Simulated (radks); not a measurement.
Values are calculated unless marked as measured or tabulated.
P II, configuration [Ne] 3s2 3p2.

Code: a radial shooting solver on a logarithmic mesh with Libxc functionals. Model: scalar-relativistic Kohn-Sham, r2SCAN, spin-polarised, spherical densities, finite nucleus; open shells are filled with parallel spins first; meta-GGA in the generalised Kohn-Sham scheme; Fermi nuclear charge, rms radius 3.1889 fm.

Energy parts (eV):
part                      energy
total                  -9298.360
kinetic                 9328.571
electron-nucleus      -22035.989
Hartree                 4032.151
exchange-correlation    -623.094

Orbitals (lengths in bohr, moments of r in powers of bohr; <r^-3> diverges for s and p1/2; r(max) is where P^2 peaks):
orbital  occ.  eigenvalue (eV)   r(max)  <r^-3>
1s up       1        -2107.334  0.06766       -
1s down     1        -2106.994  0.06766       -
2s up       1        -188.9872   0.4179       -
2s down     1        -188.7693   0.4182       -
2p up       3        -137.5977   0.3544   63.58
2p down     3        -137.1839   0.3549   63.44
3s up       1         -24.9409    1.555       -
3s down     1         -21.9679    1.545       -
3p up       2         -15.3205    1.755   4.531
3p down     0         -12.4969    1.754   4.491

The highest occupied level is 3p up at -15.320 eV. The electron density at the nucleus is 2392 e/bohr^3 (large components only). The spin density at the nucleus is -0.0639 e/bohr^3 (1s -0.2319, 2s 0.2361, 3s -0.0681).
